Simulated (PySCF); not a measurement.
**Electron correlation in Ca (calcium, neutral)**

[Ar] 4s2, closed-shell 1S. Calculation: PySCF 2.14, in x2c-TZVPPall; the spin-free X2C one-electron Hamiltonian (Gaussian nucleus). Frozen: [Ne]; 10 electrons correlated.

```csv
level,correlation energy (mhartree)
CCSD,-222.15
(T),-4.53
CCSD(T),-226.68
CCSDT,-226.99
```

Diagnostics: T1 = 0.016, D1 = 0.0516, largest double amplitude 0.100.

Cost of the coupled-cluster step: of the order of 0.5 core-seconds, for 10 correlated electrons.

Iterations:

```
CC2 = 0
CCSD nocc = 5, nmo = 31
frozen orbitals [0, 1, 2, 3, 4]
max_cycle = 100
direct = 0
conv_tol = 1e-08
conv_tol_normt = 1e-06
diis_space = 8
diis_start_cycle = 0
Init t2, MP2 energy = -679.822156427591  E_corr(MP2) -0.201958710325559
Init E_corr(CCSD) = -0.201958710325586
cycle = 1  E_corr(CCSD) = -0.217116160748917  dE = -0.0151574504  norm(t1,t2) = 0.0542559
cycle = 2  E_corr(CCSD) = -0.220475436599602  dE = -0.00335927585  norm(t1,t2) = 0.0202691
cycle = 3  E_corr(CCSD) = -0.222235617732601  dE = -0.00176018113  norm(t1,t2) = 0.00995677
cycle = 4  E_corr(CCSD) = -0.222167186137693  dE = 6.84315949e-05  norm(t1,t2) = 0.00175761
cycle = 5  E_corr(CCSD) = -0.222136880816175  dE = 3.03053215e-05  norm(t1,t2) = 0.000635795
cycle = 6  E_corr(CCSD) = -0.222150340568705  dE = -1.34597525e-05  norm(t1,t2) = 0.000156631
cycle = 7  E_corr(CCSD) = -0.222150644841645  dE = -3.0427294e-07  norm(t1,t2) = 2.9583e-05
cycle = 8  E_corr(CCSD) = -0.222150691531134  dE = -4.6689489e-08  norm(t1,t2) = 5.55284e-06
cycle = 9  E_corr(CCSD) = -0.222150609932595  dE = 8.15985389e-08  norm(t1,t2) = 1.80498e-06
cycle = 10  E_corr(CCSD) = -0.222150579548936  dE = 3.03836595e-08  norm(t1,t2) = 3.62081e-07
cycle = 11  E_corr(CCSD) = -0.222150576705626  dE = 2.84331006e-09  norm(t1,t2) = 5.57747e-08
CCSD converged
E(CCSD) = -679.8423482939712  E_corr = -0.2221505767056258
CCSD(T) correction = -0.00452862060359685
```

This basis was not built for core-valence correlation, so the inner-shell part is incomplete.
